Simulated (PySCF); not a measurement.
# Computed spin Hamiltonian

Species: C₇H₈ClO (doublet state).
Z-matrix (Å and degrees, GFN2-xTB geometry), rows numbered from 1:
```
C 
C   1  1.3613
C   2  1.3942  1  126.45
C   3  1.4899  2  123.95  1    -1.17
C   3  1.4639  2  118.56  1   176.18
O   5  1.4564  3  118.92  2   146.02
C   6  1.3382  5   62.47  3   110.24
C   7  1.3082  5  155.17  6   175.34
Cl  8  1.7293  7  120.77  5     4.59
H   1  1.0745  2  122.41  3    -0.37
H   1  1.0744  2  120.74  3   179.79
H   2  1.0838  1  117.40  3   179.62
H   4  1.0887  3  110.28  2  -152.73
H   4  1.0932  3  110.40  2    88.23
H   4  1.0864  3  111.17  2   -31.75
H   5  1.0869  3  116.43  2     5.49
H   8  1.0768  7  124.07  5  -176.42
```

The hyperfine couplings belong to this conformer and change with its torsions.

Identity: `C=C[C](C)[C@H]1O/C1=C/Cl` [radical].

The calculation used UKS B3LYP, pcH-1 on C Cl H O, non-relativistic, mean-field spin-orbit, GIAO (PySCF). The structure is a single GFN2-xTB conformer in the gas phase; no vibrational or solvent corrections. Couplings are sensitive to structure, and on GFN2-xTB geometries they can be far from those on DFT ones. Stability of the SCF solution: not tested. ⟨S²⟩ is 0.774 where a pure state has 0.75.

* g1, g2, g3: 2.00222, 2.00275, 2.00290
* g_iso: 2.00262
* Form of g: rhombic: the two nearest values differ by 23 % of g3 − g1
* ⟨S²⟩: 0.7742 (exact 0.7500)
* HOMO–LUMO gap, α and β orbitals: 5.65, 3.90 eV
* Basis functions: 315

Hyperfine couplings atom by atom, in mT; T1 to T3 are the principal values of the dipolar part (MHz turned into mT with g_iso):

```json
{"atom": "C1", "isotope": "13C", "a_iso": "1.73", "of which spin–orbit": "0.00", "T1": "-1.66", "T2": "-1.60", "T3": "3.25", "Mulliken spin population": "0.62"}
{"atom": "C2", "isotope": "13C", "a_iso": "-1.63", "of which spin–orbit": "0.00", "T1": "-0.98", "T2": "0.38", "T3": "0.60", "Mulliken spin population": "-0.25"}
{"atom": "C3", "isotope": "13C", "a_iso": "2.03", "of which spin–orbit": "0.00", "T1": "-1.83", "T2": "-1.78", "T3": "3.61", "Mulliken spin population": "0.62"}
{"atom": "C4", "isotope": "13C", "a_iso": "-0.69", "of which spin–orbit": "0.00", "T1": "-0.04", "T2": "0.01", "T3": "0.03", "Mulliken spin population": "-0.05"}
{"atom": "C5", "isotope": "13C", "a_iso": "-1.00", "of which spin–orbit": "0.00", "T1": "-0.18", "T2": "0.03", "T3": "0.15", "Mulliken spin population": "-0.06"}
{"atom": "O6", "isotope": "17O", "a_iso": "-0.30", "of which spin–orbit": "0.00", "T1": "-0.75", "T2": "0.36", "T3": "0.39", "Mulliken spin population": "0.05"}
{"atom": "C7", "isotope": "13C", "a_iso": "1.28", "of which spin–orbit": "0.00", "T1": "-0.21", "T2": "-0.19", "T3": "0.40", "Mulliken spin population": "0.05"}
{"atom": "C8", "isotope": "13C", "a_iso": "0.10", "of which spin–orbit": "0.00", "T1": "-0.05", "T2": "-0.03", "T3": "0.08", "Mulliken spin population": "0.00"}
{"atom": "Cl9", "isotope": "35Cl", "a_iso": "0.03", "of which spin–orbit": "0.00", "T1": "-0.02", "T2": "-0.01", "T3": "0.03", "Mulliken spin population": "0.00"}
{"atom": "H10", "isotope": "1H", "a_iso": "-1.30", "of which spin–orbit": "0.00", "T1": "-0.70", "T2": "-0.04", "T3": "0.74", "Mulliken spin population": "-0.03"}
{"atom": "H11", "isotope": "1H", "a_iso": "-1.35", "of which spin–orbit": "0.00", "T1": "-0.81", "T2": "-0.01", "T3": "0.82", "Mulliken spin population": "-0.03"}
{"atom": "H12", "isotope": "1H", "a_iso": "0.40", "of which spin–orbit": "0.00", "T1": "-0.18", "T2": "-0.06", "T3": "0.24", "Mulliken spin population": "0.01"}
{"atom": "H13", "isotope": "1H", "a_iso": "0.77", "of which spin–orbit": "0.00", "T1": "-0.12", "T2": "-0.08", "T3": "0.20", "Mulliken spin population": "0.01"}
{"atom": "H14", "isotope": "1H", "a_iso": "2.75", "of which spin–orbit": "0.00", "T1": "-0.10", "T2": "-0.08", "T3": "0.19", "Mulliken spin population": "0.03"}
{"atom": "H15", "isotope": "1H", "a_iso": "0.66", "of which spin–orbit": "0.00", "T1": "-0.13", "T2": "-0.04", "T3": "0.17", "Mulliken spin population": "0.01"}
{"atom": "H16", "isotope": "1H", "a_iso": "0.13", "of which spin–orbit": "0.00", "T1": "-0.10", "T2": "-0.09", "T3": "0.19", "Mulliken spin population": "0.00"}
{"atom": "H17", "isotope": "1H", "a_iso": "0.23", "of which spin–orbit": "0.00", "T1": "-0.04", "T2": "-0.02", "T3": "0.06", "Mulliken spin population": "0.00"}
```

The largest Mulliken spin populations are on C3 (+0.62), C1 (+0.62) and C2 (-0.25). The positive populations add up to 1.41 and the negative ones to -0.41, together 2S = 1. The angles at C3 add up to 359.9°, so it is planar.

Axes: g2 points within 6° of the C1–H11 bond.

Under fast tumbling the dipolar parts average out, and these isotropic splittings remain: 3 × 1H (H13/H14/H15, I = 1/2, 4 lines) with 1.39 mT, 1 × 1H (H11, I = 1/2, 2 lines) with 1.35 mT, 1 × 1H (H10, I = 1/2, 2 lines) with 1.30 mT, 1 × 1H (H12, I = 1/2, 2 lines) with 0.40 mT, 1 × 1H (H17, I = 1/2, 2 lines) with 0.23 mT and 1 × 1H (H16, I = 1/2, 2 lines) with 0.13 mT.

Means are taken over nuclei equivalent by connectivity, which assumes that they swap fast. The three 1H nuclei of mean +39.1 MHz run from 18.5 to 77.0 MHz in the frozen geometry.

The 17O coupling of O6 (-8.5 MHz) shows only in satellite lines or after enrichment, since that isotope makes up about 0.038 % of natural oxygen.

The 13C coupling of C3 (56.8 MHz) shows only in satellite lines or after enrichment, since that isotope makes up about 1.07 % of natural carbon.
